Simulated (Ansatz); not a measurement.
Consider the formal exchange of groups at the Se–In bond: `C[Se][In]([F])[F]` + `C[SiH3]` → `C[SiH2][Se]C` + `[F][InH][F]`.

Gas-phase electronic energies from Ansatz, PBE0-D4/def2-TZVP geometries. CCSD(T)/CBS adds triple-zeta CCSD(T) − MP2 to the extrapolated MP2 energy (def2 sets, frozen cores). This one scheme is used for every species. Functionals use def2-TZVPP. B3LYP here is the variant with VWN-RPA as its local correlation; programs differ in this. def2 core potentials past Kr. For In, Se outer-core shells are correlated without core-valence functions, which leaves a few kJ/mol of doubt a bond. Scalar relativity is left out up to krypton. One conformer a species, not always the lowest.

`C[Se][In]([F])[F]`:

```xyz
8

C    -0.599   -0.850    1.128
Se    0.312   -1.406   -0.522
In    0.755    0.838   -1.413
F     0.181    2.414   -0.430
F     1.646    1.343   -3.052
H    -1.502   -0.291    0.900
H    -0.859   -1.780    1.631
H     0.067   -0.266    1.757
```

`C[SiH3]`:

Cartesian coordinates in Å:
```
C 0.791 0.112 0.580
Si -0.708 -0.101 -0.519
H 1.470 0.863 0.168
H 1.340 -0.827 0.673
H 0.496 0.434 1.581
H -1.453 1.181 -0.646
H -1.632 -1.122 0.045
H -0.304 -0.541 -1.881
```

`C[SiH2][Se]C`:

```xyz
12

C     0.349    1.707    0.426
Si    0.501    0.003    1.175
Se    0.987   -1.601   -0.361
C    -0.685   -1.474   -1.373
H    -0.453    1.740   -0.314
H     0.121    2.443    1.202
H     1.281    1.996   -0.064
H    -0.773   -0.352    1.862
H     1.620   -0.055    2.152
H    -0.760   -0.509   -1.870
H    -1.536   -1.634   -0.713
H    -0.653   -2.264   -2.121
```

`[F][InH][F]`:

Z-matrix (Å, degrees):
```
In
F 1 1.935
F 1 1.935 2 106.8
H 1 1.681 2 126.6 3 180.0
```

| level | ΔE (kcal/mol) | difference from CCSD(T)/CBS |
| --- | --- | --- |
| LDA (SPW92) | 6.3 | -2.4 |
| BLYP-D4 | 9.3 | 0.6 |
| B3LYP-D4 | 9.0 | 0.3 |
| PBE | 8.5 | -0.2 |
| r2SCAN | 8.3 | -0.4 |
| B3LYP | 10.1 | 1.4 |
| r2SCAN0 | 8.0 | -0.7 |
| HF/def2-TZVPP | 10.5 | 1.8 |
| SCS-MP2/def2-TZVPP | 8.8 | 0.1 |
| MP2/def2-QZVPP | 8.5 | -0.2 |
| CCSD(T)/CBS | 8.7 | 0 |

Problem. What do rigid-rotor, harmonic-oscillator terms from PBE0-D4/def2-TZVP frequencies (298.15 K, 1 bar) make of the CCSD(T)/CBS value? (Best estimate.)

Solution. Computed: ΔZPE = -0.7 kcal/mol, ΔH = +7.6 kcal/mol, ΔS = -6 J/(mol·K), ΔG = +8.1 kcal/mol. Modes under 50 cm⁻¹ make the entropy rough.

Largest T1 diagnostic among the species: 0.017.

In def2-TZVPP, CCSD(T) changes the Hartree–Fock value by −2.2 kcal/mol (the triples alone add −0.1 kcal/mol) and MP2 by −2.2 kcal/mol. From BLYP to BHLYP (50 % exact exchange), in def2-TZVPP and without D4, ΔE moves by −1.1 kcal/mol. Leaving LDA and LC-ωPBE aside and taking each functional with its dispersion term where it has one, the values, not all of them listed here, spread over 2.8 kcal/mol, from B97M-V to B2PLYP. LDA lies −2.3 kcal/mol from PBE without D4.
